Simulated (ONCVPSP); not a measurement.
## Configuration tests for La (Z = 57) (ONCV)

```json
{
  "Element": "lanthanum",
  "Generator": "ONCVPSP 4.0.1",
  "Type": "optimised norm-conserving Vanderbilt (ONCV)",
  "Functional": "PW91",
  "Relativity": "scalar-relativistic",
  "Frozen core": "[Kr] 4d10",
  "Valence charge": "11",
  "Reference configuration": "5s2 5p6 5d2 6s1",
  "Partial waves": "5s+6s: rc 2.80 bohr, ncon 4, nbas 7, qcut 3.3 1/bohr, 2 projectors; 5p: rc 2.65 bohr, ncon 5, nbas 9, qcut 4.9 1/bohr, 3 projectors, debl 2.4 Ha; 5d: rc 2.45 bohr, ncon 4, nbas 7, qcut 3.4 1/bohr, 3 projectors, debl 1.7 Ha; f scattering state at 0.17 Ha: rc 2.45 bohr, ncon 4, nbas 7, qcut 4.4 1/bohr, local",
  "Local potential": "the f channel",
  "Core correction": "Teter function, fcfact 4.5, rcfact 1.15"
}
```

In the f channel the program set the typed energies aside and used -0.103 Ha.

Energies are relative to the spin-unpolarised reference configuration 5s2 5p6 5d2 6s1; without spin polarisation the order of configurations can differ from experiment.

(1) Give the all-electron excitation energy and the error of the potential for: 5s2 5p6 5d1 6s2; 5s2 5p6 5d1 6s1; 5s2 5p6 5d1 6s0; 5s2 5p6 5d0 6s2 6p1.

Note: ghosts flagged at negative energy: s at -143.5 eV; GHOST(+) flagged for p at 144.0 eV, p at 147.9 eV, d at 260.0 eV. A true bound ghost makes a file unfit for plane-wave use.

Answers

(1)

```csv
valence configuration,charge,ΔE all-electron (eV),error AE − PS (meV)
5s2 5p6 5d1 6s2,0,-0.797,-5.9
5s2 5p6 5d1 6s1,+1,5.211,-1.3
5s2 5p6 5d1 6s0,+2,16.125,+0.3
5s2 5p6 5d0 6s2 6p1,0,1.524,-22
```
